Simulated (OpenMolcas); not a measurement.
# N2+: effect of the basis set

| Item | Value |
| --- | --- |
| Program | OpenMolcas 26.06 |
| Method | RASSCF |
| Active space | 1 electron in 9 orbitals (RAS2 2p; RAS3 3s 3d, at most 1 electron) |
| State averaging | 2S+1 = 2 odd, 3 roots; 2S+1 = 2 even, 6 roots |
| Spin-orbit coupling | state interaction with AMFI integrals over the reference wave functions, term energies averaged over their components |

A. ANO-R3 [4s4p2d1f], X2C, finite nucleus; cost roughly 7 core-seconds
B. ANO-RCC-VQZP [5s4p3d2f1g], DKH2, point nucleus; cost about 8 core-seconds
C. ANO-RCC [8s7p4d3f2g], DKH2, point nucleus; cost roughly 10 core-seconds

Energies in eV above 2s² 2p ²P°_1/2, the measured ground level; measured values from Moore, Selected Tables of Atomic Spectra, NSRDS-NBS 3, section 5.

```
         Level        A        B        C  Measured
2s² 2p ²P°_1/2   0.0000   0.0000   0.0000    0.0000
2s² 2p ²P°_3/2   0.0214   0.0217   0.0217    0.0216
 2s² 3s ²S_1/2  28.3969  27.7290  27.5417   27.4380
 2s² 3d ²D_3/2  38.0873  35.6866  33.1975   33.1333
 2s² 3d ²D_5/2  38.0874  35.6868  33.1975   33.1340
```

Deviations, from unrounded energies. A percentage is the sum of absolute deviations over the sum of measured energies, with the sign that they share, or ± where signs differ.

| Against measurement | Levels | A | B | C |
| --- | --- | --- | --- | --- |
| mean absolute deviation (cm-1) | 4 | 22000 | 11000 | 470 |
| fine structure of the ground term (%) | 1 | -1.0 | +0.2 | +0.4 |
| other configurations (%) | 3 | +11.6 | +5.8 | +0.2 |

C lies closest to measurement on these levels and A furthest from it. The largest miss of C in the table is 2s² 3s ²S_1/2, by +840 cm-1. The ranking rests on the paired levels alone, and a cruder setting can come out closer through cancelling errors.

Among A to C the level of the table that moves most is 2s² 3d ²D_5/2, by 39000 cm-1 (lowest in C, highest in A).

ANO sets are built for valence states and can reach diffuse excited orbitals poorly. With one active electron the reference holds no correlation, so core polarisation is missing. Measured partners are found by configuration, term and J. A level has none where our copy of the source lacks it or the pairing is in doubt (some pairs that miss far off the trend of their configuration count as doubtful), and it then counts in no deviation. Only configurations of the active space appear.

° marks odd parity.
